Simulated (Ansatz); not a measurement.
Frontier orbitals of `CCBO[SiH3]`.

The species carries charge 0 and has multiplicity 1. All single points use the PBE0-D4/def2-TZVP geometry. It is one conformer, not always the lowest. Basis def2-TZVPP, Ansatz 0.2.0.

Orbital energies of one run (eV). Highest occupied ones, from the top: -10.52, -11.64, -11.93, -12.15, -12.71, -12.79, -14.07, -14.63, -14.89, -15.29, -16.55, -18.93, -20.42, -24.13. Empty: 1.98, 2.25, 3.12, 3.54, 3.65, 3.70.

Which functional gave them?
A. r2SCAN
B. B97M-V
C. LDA (SPW92)
D. ωB97X-V

D. HOMO energies: ωB97X-V -10.52, LDA (SPW92) -6.74, B97M-V -7.12, r2SCAN -6.95 eV.
